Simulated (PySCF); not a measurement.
Structure problem from calculated spectra and properties.

Elements present: C, H, O and P. Monoisotopic mass: 168.0340 u.

| Quantity | Value |
| --- | --- |
| Rotational structure | rotational constants A, B, C: 2.585, 0.564, 0.466 GHz [GFN2-xTB] |
| NMR, other nuclei | isotropic shieldings of nuclei other than C and H, by class: -68 (1 O), 154 (1 O), 55 (1 P) ppm [GIAO PBE0/pcSseg-1] |
| 13C NMR | chemical shifts (computed TMS as zero) by class: 173.5 (1 C), 166.5 (1 C), 162.9 (1 C), 151.9 (1 C), 142.6 (1 C), 135.4 (1 C), 53.3 (1 C), 28.0 (1 C) ppm [GIAO PBE0/pcSseg-1] |
| 1H NMR | chemical shifts (computed TMS as zero) by class: 9.02 (1 H), 8.94 (1 H), 7.71 (1 H), 4.10 (3 H), 2.67 (3 H) ppm [GIAO PBE0/pcSseg-1] |
| Dipole | 1.99 D [PBE0/pcSseg-1] |

Gas-phase values; electronic properties from PySCF, density fitting. Levels stand in brackets. One conformer (not necessarily the lowest) at the GFN2-xTB geometry, without solvent, vibrations or thermal averaging. GFN2-xTB frequencies show an imaginary mode (36i cm⁻¹), so this geometry is no minimum at that level. NMR values are class means; diastereotopic atoms form classes of their own.

**Question.** Which formula fits the mass and the elements?

**Answer.** C8H9O2P (calculated 168.0340). No other formula that holds each of these elements comes within 0.0003 u with a fitting electron parity and a possible valence count.

**Question.** Give a SMILES that accounts for the data.

**Answer.** Numbering: `[CH3:1][O:2][C:3](=[O:4])[c:5]1[cH:6][cH:7][c:8]([CH3:9])[cH:10][p:11]1`. 8 carbons fall into 8 classes; from least to most shielded: ester carbonyl carbon [C3] (173.5 ppm), aromatic CH carbon [C10] (166.5 ppm), substituted aromatic carbon [C5] (162.9 ppm), substituted aromatic carbon [C8] (151.9 ppm), aromatic CH carbon [C6] (142.6 ppm), aromatic CH carbon [C7] (135.4 ppm), methoxy carbon [C1] (53.3 ppm), benzylic-type carbon [C9] (28.0 ppm). Hydrogen classes from least to most shielded: 1 H on an aromatic CH carbon, C10 (9.02 ppm), 1 H on an aromatic CH carbon, C6 (8.94 ppm), 1 H on an aromatic CH carbon, C7 (7.71 ppm), 3 H on a methoxy carbon, C1 (4.10 ppm), 3 H on a benzylic-type carbon, C9 (2.67 ppm, a mean of values up to 0.5 ppm apart in this geometry). The other shieldings belong to: -68 ppm, ester carbonyl oxygen [O4]; 154 ppm, ester single-bonded oxygen [O2]; 55 ppm, phosphorus bonded to 2 C [P11]. By its constants the optimised geometry is an asymmetric top. Structure: `COC(=O)c1ccc(C)cp1`. Computed isomers that give other values at the same levels: `COc1cc(C)cc(C=O)p1` (13C chemical shifts (computed TMS as zero) by class: 205.4 (1 C), 196.3 (1 C), 170.5 (1 C), 148.9 (1 C), 135.6 (1 C), 131.9 (1 C), 60.3 (1 C), 26.0 (1 C) ppm); `CC(=O)c1pcoc1C1CC1` (13C chemical shifts (computed TMS as zero) by class: 198.9 (1 C), 183.8 (1 C), 180.0 (1 C), 137.9 (1 C), 34.6 (1 C), 14.0 (1 C), 13.7 (2 C) ppm); `COC(=O)c1cccc(C)p1` (13C chemical shifts (computed TMS as zero) by class: 182.8 (1 C), 173.4 (1 C), 166.4 (1 C), 142.3 (1 C), 139.7 (1 C), 134.8 (1 C), 53.3 (1 C), 27.8 (1 C) ppm). The assignments are read from this structure; whether some other isomer fits the data as well wasn't checked.

Conformer computed: `[CH3:1][O:2][C:3](=[O:4])[c:5]1[cH:6][cH:7][c:8]([CH3:9])[cH:10][p:11]1`: C1–O2–C3–O4 0°, O2–C3–C5–C6 180°.
